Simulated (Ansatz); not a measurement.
## Match the barriers

Saddle point of SnH$_{6}$S, closed shell (SnH₄S ([SH][SnH3]) + H₂ → SnH₄ + H₂S; bonds formed: Sn1–H7, S2–H6; bonds broken: Sn1–S2, H6–H7), PBE0-D4/def2-TZVP structure:

```xyz
8
angstrom
Sn -0.8116 -0.2147 -0.3934
S 1.5254 -0.5616 1.1049
H -0.5081 -1.6092 -1.3091
H -1.6729 -0.4204 1.0677
H -1.7131 0.9531 -1.2864
H 1.2592 0.4792 -0.2058
H 0.7389 0.9367 -0.9133
H 1.1823 0.4369 1.9356
```

Program: Ansatz 0.2.0. Basis: def2-TZVPP, with def2-QZVPP for the basis limit. Cores are frozen in the correlated methods. Filled d shells of the heavier atoms are correlated. Core potentials replace the inner electrons of the atoms past krypton. The def2 sets are not built for correlating such inner shells, so the correlated values are less sure here. Extrapolation: Hartree–Fock as exp(−7.88 √X), correlation as X^−2.97. Four methods, as single points on the PBE0-D4 structures, gave these electronic barriers from the start structure: 1.841, 1.985, 2.349, 2.798 eV.

(1) The methods were, in alphabetical order, HF, MP2, PBE-D4, r2SCAN-D4. Which gave which? (Judge from chemistry; the calculation decides.)

No T1 diagnostic of these runs exceeds 0.016.

## Answers

(1) The calculation gives: PBE-D4 1.841; r2SCAN-D4 1.985; MP2 2.349; HF 2.798 eV. For comparison, CCSD(T) at an estimated basis limit (MP2 extrapolated from triple and quadruple zeta, plus CCSD(T) − MP2 in triple zeta) gives 2.261 eV.

Labels in which every atom is bracketed show which atoms are joined, not bond orders.

For scale, one of the runs: CCSD(T)/def2-TZVPP, 176 basis functions, launched by `ansatz run in.yaml --threads 2 --pin off --events-out ev --progress --plain --max-ram 4352MiB`. Hardware: 2 CPU threads, shared host. Wall time 33 s; peak host memory 1.7 GiB.
